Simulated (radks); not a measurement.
The numbers below are computed, except where a source is named.
Correlation energies from several functionals, in hartree. Species: Ce4+ [Xe]; Pb2+ [Hg]; Zn2+ [Ar] 3d10; Cu18+ [Ne] 3s1; Co4+ [Ar] 3d5. Code: a radial shooting solver on a logarithmic mesh with Libxc functionals. Model: non-relativistic Kohn-Sham, exchange-only B88, spin-polarised, spherical densities, point nucleus. Every spin shell is full or empty, so the densities are truly spherical. Functionals are evaluated on that one density, not self-consistently.

\begin{tabular}{lrrrrr}
functional & Ce4+ & Pb2+ & Zn2+ & Cu18+ & Co4+ \\ \hline
PW92 & -5.4014 & -8.4594 & -2.5716 & -1.1815 & -2.0643 \\
PZ & -5.4025 & -8.4669 & -2.5672 & -1.1818 & -2.0519 \\
Chachiyo & -5.3352 & -8.3686 & -2.5329 & -1.1690 & -2.0250 \\
PBE & -3.0230 & -4.9780 & -1.3576 & -0.44589 & -1.0425 \\
P86 & -3.4319 & -5.5917 & -1.5361 & -0.59666 & -1.1831 \\
PW91 & -3.2699 & -5.3414 & -1.4750 & -0.52477 & -1.1423 \\
AM05 & -5.0446 & -7.9761 & -2.3706 & -1.0698 & -1.8972 \\
TPSS & -3.0248 & -4.9764 & -1.3606 & -0.44770 & -1.0469 \\
revTPSS & -3.0569 & -5.0170 & -1.3805 & -0.45444 & -1.0632 \\
SCAN & -3.0147 & -5.0093 & -1.3639 & -0.44917 & -1.0328 \\
r2SCAN & -3.0344 & -5.0253 & -1.3710 & -0.45414 & -1.0406 \\
B95 & -3.7463 & -6.1934 & -1.6295 & -0.63517 & -1.2563 \\
Tao-Mo & -2.9276 & -4.8694 & -1.2951 & -0.40917 & -0.98556 \\
\end{tabular}
